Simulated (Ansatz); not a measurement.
# Match the barriers

Saddle point of C2H8Zn, singlet (CH₄Zn ([CH3][ZnH]) + CH₄ → C₂H₆Zn ([CH3][Zn][CH3]) + H₂; bonds formed: Zn1–C5, H2–H4; bonds broken: Zn1–H2, H4–C5), PBE0-D4/def2-TZVP structure:

```xyz
11
angstrom
Zn 0.0583 0.4833 -0.1333
H -0.3507 0.9066 -1.8135
C 0.7056 1.3312 1.4818
H -0.4831 -0.1389 -1.5448
C -0.5472 -1.4865 -0.8367
H 0.0273 2.1305 1.7875
H 1.6881 1.7748 1.3077
H 0.7880 0.6129 2.2988
H -1.3320 -1.7322 -0.1159
H 0.3481 -2.0722 -0.6108
H -0.9025 -1.8096 -1.8209
```

Computed with Ansatz 0.2.0 (basis: def2-TZVPP, with def2-QZVPP for the basis limit); correlated methods freeze the cores. The 3s and 3p shells of Cu and Zn are frozen; filled d shells are correlated. B3LYP uses VWN-RPA correlation. Extrapolation: Hartree–Fock as exp(−7.88 √X), correlation as X^−2.97. Four methods, as single points on the PBE0-D4 structures, gave these electronic barriers from the start structure: 160.3, 222.7, 237.0, 280.8 kJ/mol.

Question: The methods were, in alphabetical order, B3LYP-D4, BHLYP-D4, HF, SPW92. Which gave which? (A judgement: the text doesn't fix the answer.)

Answer: The calculation gives: SPW92 160.3; B3LYP-D4 222.7; BHLYP-D4 237.0; HF 280.8 kJ/mol. For comparison, CCSD(T) at an estimated basis limit (MP2 extrapolated from triple and quadruple zeta, plus CCSD(T) − MP2 in triple zeta) gives 216.8 kJ/mol.

The T1 diagnostic stays at or below 0.014. The start structure is not quite a true minimum (one mode of 28i cm⁻¹).

Labels in which every atom is bracketed show which atoms are joined, not bond orders.

For scale, one of the runs: CCSD(T)/def2-TZVPP, 238 basis functions, launched by `ansatz run in.yaml --threads 8 --pin off --events-out ev --progress --plain --max-ram 19148MiB`. The run took 14 s on 8 CPU threads of an Intel Xeon 6975P-C (shared host), with 4.9 GiB of host memory at its peak.
